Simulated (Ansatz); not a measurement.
Consider the ligand exchange at the In–C bond: `C=C[CH2][InH2]` + `N=C(O)O` → `N=C(O)[O][InH2]` + propene.

Isolated molecules relaxed with PBE0-D4/def2-TZVP in Ansatz; ΔE leaves out vibrations. CCSD(T)/CBS is the MP2 limit (def2-TZVPP, def2-QZVPP) plus CCSD(T) − MP2 in def2-TZVPP, frozen cores. Functionals use def2-TZVPP. B3LYP here is the variant with VWN-RPA as its local correlation; programs differ in this. def2 core potentials past Kr. For In outer-core shells are correlated without core-valence functions, which leaves a few kJ/mol of doubt a bond. One conformer a species, not always the lowest.

`C=C[CH2][InH2]`:

Cartesian coordinates in Å:
```
C 0.694 0.160 -1.361
C 0.702 0.634 -0.097
C -0.478 0.943 0.716
In -0.754 -1.245 0.811
H -0.219 0.120 -1.948
H 1.613 -0.129 -1.854
H 1.660 0.658 0.420
H -1.318 1.366 0.169
H -0.273 1.473 1.639
H 0.307 -2.164 1.797
H -1.936 -1.816 -0.293
```

`N=C(O)O`:

```xyz
7

N    -0.701    0.827   -0.334
C     0.137   -0.084   -0.080
O     1.056   -0.457   -0.968
O     0.300   -0.826    1.024
H    -1.342    1.010    0.429
H     0.909    0.095   -1.745
H    -0.359   -0.565    1.673
```

`N=C(O)[O][InH2]`:

Z-matrix (Å, degrees):
```
C
O 1 1.344
O 1 1.316 2 109.8
N 1 1.274 2 119.0 3 180.0
H 2 0.965 1 105.2 3 -179.9
In 3 2.022 1 126.7 2 -179.0
H 4 1.013 1 112.5 2 -180.0
H 6 1.696 3 106.7 1 -179.9
H 6 1.702 3 114.0 1 0.1
```

`C=CC`:

Z-matrix (Å, degrees):
```
C
C 1 1.490
H 1 1.095 2 111.0
H 1 1.095 2 111.0 3 118.3
H 1 1.092 2 111.5 3 -120.8
C 2 1.325 1 125.1 3 120.8
H 2 1.088 1 116.2 3 -59.2
H 6 1.084 2 121.6 1 -180.0
H 6 1.086 2 121.4 1 0.0
```

```tsv
level	ΔE (eV)
PBE	-0.68
B3LYP	-0.85
r2SCAN0	-0.71
CCSD/def2-SVP	-0.89
CCSD(T)/def2-SVP	-0.85
HF/def2-TZVPP	-1.06
CCSD/def2-TZVPP	-0.79
MP2/def2-QZVPP	-0.66
```

(1) What does CCSD(T)/CBS give? (An estimate is asked.)

Largest T1 diagnostic among the species: 0.016.

## Answers

(1) Ansatz gave: -0.74 eV. The listed levels differ from it by 0.06, -0.11, 0.03, -0.15, -0.11, -0.32, -0.05, 0.08 eV.

From BLYP to BHLYP (50 % exact exchange), in def2-TZVPP and without D4, ΔE moves by −0.04 eV. In def2-TZVPP, CCSD(T) changes the Hartree–Fock value by +0.32 eV (the triples alone add +0.05 eV) and MP2 by +0.41 eV. Leaving LDA and LC-ωPBE aside and taking each functional with its dispersion term where it has one, the values, not all of them listed here, spread over 0.21 eV, from CAM-B3LYP-D4 to PBE-D4. LDA lies +0.17 eV from PBE without D4.
